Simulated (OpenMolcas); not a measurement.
Ta II.

| Item | Value |
| --- | --- |
| Program | OpenMolcas |
| Basis | ANO-RCC-VQZP [9s8p6d4f3g2h] |
| Scalar Hamiltonian | DKH2, point nucleus |
| Active space | 4 electrons in 11 orbitals (5d 6s 6d) |
| State averaging | 2S+1 = 5 even, 15 roots; 2S+1 = 3 even, 45 roots kept (CI in the orbitals of an earlier block); 2S+1 = 1 even, 14 roots kept (CI in the orbitals of an earlier block) |
| Spin-orbit coupling | state interaction with AMFI integrals over the reference wave functions, term energies averaged over their components |

Two sets of levels on these reference wave functions, in cm-1 above 5d3 6s 5F1: one from CASSCF and one from MS-CASPT2, IPEA 0.25 Eh, imaginary shift 0.1 Eh (closed shells correlated: 5s 5p).

```tsv
Level	Set 1	Set 2
5d3 6s 5F1	0.0	0.0
5d3 6s 5F2	1069	1130
5d3 6s 5F3	2830	2810
5d3 6s 5F4	4830	4800
5d3 6s 3P0(1)	4450	5890
5d3 6s 5F5	6740	6810
5d3 6s 3P1(1)	5200	6930
5d2 6s2 3F2 [63 %]	3630	8650
5d2 6s2 3F3	7210	11110
5d3 6s 5P1	11260	12520
5d2 6s2 3F4 [67 %]	10550	13720
5d4 5D0	13820	13830
5d4 5D1	14220	14260
5d3 6s 5P3	13240	14680
5d4 5D3	16590	16140
5d3 6s 1G4 [60 %]	13750	17500
```

Question: Which set is which?

Answer: Set 1 is MS-CASPT2. Its levels of the other terms of 5d3 6s lie at 0.75 to 0.90 of the other set's values, as expected, since terms of lower spin or lower L gain more correlation energy than the Hund ground term. Against 7 measured levels (NIST Handbook of Basic Atomic Spectroscopic Data) the mean absolute deviation is 400 cm-1 with it and 2100 cm-1 without; single levels miss by up to 800 cm-1 with it.

CASPT2 does not keep the components of a term degenerate, so their means are used; among the terms shown or strongly mixed into the levels shown the widest spread is 710 cm-1 (5d3 6s 3H, MS-CASPT2). Terms from blocks run as CI alone lack orbitals of their own. Active for correlation alone: 6d; no level in the range computed is led by a configuration that fills it, so any true level of that kind is missing. Without dynamic correlation excited terms often stand tens of per cent too high (terms of higher spin than the ground term too low), and those without a measured partner can miss by more than the paired ones (holds for CASSCF). The CASPT2 spread within a term exceeds the gap to the next term for 5d3 6s 3G and 5d3 6s 1G, 5d3 6s 1G and 5d3 6s 3F, so the order of their levels is uncertain, and so are names and mixing where such terms share a J (holds for MS-CASPT2). Computed and measured levels are paired by configuration, term and J; levels that our copy of the source lacks, or whose pairing is in doubt (as where it misses far off the trend of its configuration), stay unpaired and out of the deviations. Levels of configurations outside the active space are missing. Levels that lie high or do not pair safely by name in every column are left out.

A share in square brackets marks a mixed level and gives the weight of the term that names it, the lowest over the columns. A number in round brackets counts repeated terms of one configuration in the order of the reference energies.
